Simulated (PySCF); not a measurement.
**Identify the compound**

Molecular formula: C2H8BN. Simulated spectra:

¹H NMR (300 MHz, computed): δ 3.59 (br s, 2H), 0.28 (s, 6H).

¹³C{¹H} NMR (computed): δ 6.0.

PySCF 2.14.0 with density-fitted response routines calculation with spin–spin couplings from B3LYP/pcJ-1 (spin–dipole term only in couplings to heteroatoms), PBE/pcSseg-2 with gauge-including orbitals and coordinates at the PBE0-D3(BJ)/def2-SVP level; no solvent, fast rotation and ring inversion assumed for equivalent nuclei, relativity neglected, one computed conformer.

Chemical shifts δ = σref − σ; TMS for ¹H, ¹³C, all at this level.

Problem. Propose a structure and justify it.

Solution. 
- 1 carbon signal for 2 carbons: some carbons are equivalent by symmetry or fast rotation.
- Carbon types of the structure: 2 × CH3, leaving 2 H on heteroatoms.
- δC 6.0: methyl carbon bonded to B.
- δH 3.59: hydrogen on a nitrogen bonded to B; exchangeable; this is the value without hydrogen bonding to other molecules.
- δH 0.28: hydrogen on a methyl carbon bonded to B.

Structure: aminodimethylborane (SMILES CB(C)N).

OH/NH shifts are gas-phase values; hydrogen bonding in solution moves them, usually downfield. A carbon bonded to boron is broadened by the quadrupolar boron nucleus and is often missing from a measured spectrum. Shifts are as computed, not scaled to solution data. Of 1211 compounds with measured shifts, 218 miss one by over three times the rms of a fit or turn the order of signals round; such compounds aren't used in these exercises.
